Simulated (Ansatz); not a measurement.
## GeSiH3ClO (SMILES [SiH3][O][Ge][Cl]): methods side by side

GeSiH3ClO: 7 atoms, total charge 0, spin state singlet. As SMILES, `[SiH3][O][Ge][Cl]`. The shape was relaxed beforehand at PBE0/def2-SVP. This is one conformer, not always the lowest.

```jsonl
{"atom": "Si", "x (Å)": "0.1834", "y (Å)": "0.6730", "z (Å)": "-0.6157"}
{"atom": "O", "x (Å)": "0.4346", "y (Å)": "-0.9750", "z (Å)": "-0.4064"}
{"atom": "Ge", "x (Å)": "0.0793", "y (Å)": "-2.2394", "z (Å)": "0.7815"}
{"atom": "Cl", "x (Å)": "-0.9940", "y (Å)": "-0.9996", "z (Å)": "2.2819"}
{"atom": "H", "x (Å)": "0.7985", "y (Å)": "1.0507", "z (Å)": "-1.9196"}
{"atom": "H", "x (Å)": "-1.2764", "y (Å)": "0.9782", "z (Å)": "-0.6494"}
{"atom": "H", "x (Å)": "0.8360", "y (Å)": "1.4441", "z (Å)": "0.4820"}
```

Each level gives the adiabatic ionisation energy (to the doublet cation, shapes relaxed at PBE0/def2-SVP, no zero-point term) (eV). The values are calculated.

```csv
level,kind,program,value (eV),less CCSD(T)/def2-SVP
HF/def2-SVP,Hartree–Fock,Ansatz,8.81,-0.46
PBE/def2-SVP,GGA,Ansatz,9.35,+0.08
B3LYP/def2-SVP,global hybrid,Ansatz,9.56,+0.29
wB97M-V/def2-SVP,range-separated hybrid,Ansatz,9.65,+0.38
MP2/def2-SVP,perturbation theory,Ansatz,9.24,-0.03
CCSD(T)/def2-SVP,coupled cluster or CI,Ansatz,9.27,0.00
```

Differences are taken from CCSD(T)/def2-SVP for orientation; it has basis-set and higher-order errors of its own. All-electron rows without a relativistic Hamiltonian named are non-relativistic. The values span 8.81 to 9.65 eV. In the correlated wave-function rows the outer d shell of Ge is correlated, in sets not made for it.
